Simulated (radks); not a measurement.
Results of a calculation; reference values are marked as such.
Ag4+, configuration [Kr] 4d7.

Code: a radial shooting solver on a logarithmic mesh with Libxc functionals. Model: scalar-relativistic Kohn-Sham, BLYP, spin-polarised, spherical densities, finite nucleus; open shells are filled with parallel spins first (spin-orbit coupling, left out, can overturn this in heavy ions); Fermi nuclear charge, rms radius 4.5454 fm.

Energy parts (Ry):
| part | energy |
|---|---|
| total | -10624.51540 |
| kinetic | 11038.29290 |
| electron-nucleus | -25500.21775 |
| Hartree | 4133.09243 |
| exchange-correlation | -295.68298 |

Orbitals (lengths in bohr, moments of r in powers of bohr; r(90%) holds 90 % of the orbital's charge):
| orbital | occ. | eigenvalue (Ry) | <1/r> | r(90%) |
|---|---|---|---|---|
| 1s down | 1 | -1866.236 | 49.43 | 0.0558 |
| 1s up | 1 | -1866.236 | 49.43 | 0.0558 |
| 2s up | 1 | -278.4636 | 11.23 | 0.208 |
| 2s down | 1 | -278.4148 | 11.23 | 0.208 |
| 2p up | 3 | -250.2439 | 10.85 | 0.192 |
| 2p down | 3 | -250.2066 | 10.85 | 0.192 |
| 3s up | 1 | -54.50173 | 3.944 | 0.543 |
| 3s down | 1 | -54.47707 | 3.944 | 0.543 |
| 3p up | 3 | -45.23802 | 3.758 | 0.553 |
| 3p down | 3 | -45.20992 | 3.758 | 0.553 |
| 3d up | 5 | -30.62976 | 3.532 | 0.547 |
| 3d down | 5 | -30.58618 | 3.532 | 0.547 |
| 4s up | 1 | -11.18500 | 1.532 | 1.30 |
| 4s down | 1 | -10.99464 | 1.536 | 1.30 |
| 4p up | 3 | -8.45390 | 1.389 | 1.43 |
| 4p down | 3 | -8.25934 | 1.391 | 1.44 |
| 4d up | 5 | -4.47295 | 1.103 | 1.83 |
| 4d down | 2 | -4.28702 | 1.097 | 1.86 |

The highest occupied level is 4d down at -58.328 eV. Spin moment in Bohr magnetons: 3. The electron density at the nucleus is 1.494e+05 e/bohr^3 (large components only). The spin density at the nucleus is -2.700 e/bohr^3 (1s -0.078, 2s -1.338, 3s 0.494, 4s -1.778). The density falls to 0.001 e/bohr^3 at r = 2.90 bohr. Summed over all electrons, <r^2> = 22.99 bohr^2, which gives a Langevin (diamagnetic) susceptibility term of -18.2 x 10^-6 cm^3/mol. For comparison, the ionisation energy in NIST's Atomic Spectra Database is 65 eV (theoretical). In exact Kohn-Sham theory the highest level is minus the ionisation energy, but local and semilocal functionals leave it too shallow, through self-interaction and a potential that decays too fast; potentials with the right tail come closer.
